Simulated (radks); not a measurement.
The numbers below are computed, except where a source is named.
Q: All-electron atom: Rh2+ in [Kr] 4d7 (the NIST ground configuration). Code: a radial shooting solver on a logarithmic mesh with Libxc functionals. Model: scalar-relativistic Kohn-Sham, BLYP, spin-polarised, spherical densities, finite nucleus; open shells are filled with parallel spins first (spin-orbit coupling, left out, can overturn this in heavy ions); Fermi nuclear charge, rms radius 4.4945 fm. Some entries of the table are withheld. Estimate them.

orbital  occ.  eigenvalue (Ry)  <r> (bohr)  <r^2> (bohr^2)
1s down     1        -1695.102     0.03263        0.001438
1s up       1        -1695.102     0.03263        0.001438
2s up       1        -247.0895      0.1419         0.02374
2s down     1        -247.0539      0.1419         0.02374
2p up       3        -221.6297      0.1237         0.01869
2p down     3        -221.6028      0.1237         0.01869
3s up       1        -45.40431      0.3908          0.1748
3s down     1        -45.38594      0.3908          0.1748
3p up       3        -37.03822      0.3906          0.1773
3p down     3        -37.01738      0.3906          0.1773
3d up       5        -23.65574      0.3705          0.1641
3d down     5        -23.62347      0.3704          0.1640
4s up       1         -7.66054      0.9777             (1)
4s down     1         -7.50603      0.9757             (2)
4p up       3         -5.29445       1.075             (3)
4p down     3         -5.13348       1.074             (4)
4d up       5         -1.94930       1.440             (5)
4d down     2         -1.79714       1.466             (6)

A: 
(1) 4s up <r^2> (bohr^2): 1.083
(2) 4s down <r^2> (bohr^2): 1.079
(3) 4p up <r^2> (bohr^2): 1.322
(4) 4p down <r^2> (bohr^2): 1.321
(5) 4d up <r^2> (bohr^2): 2.478
(6) 4d down <r^2> (bohr^2): 2.586
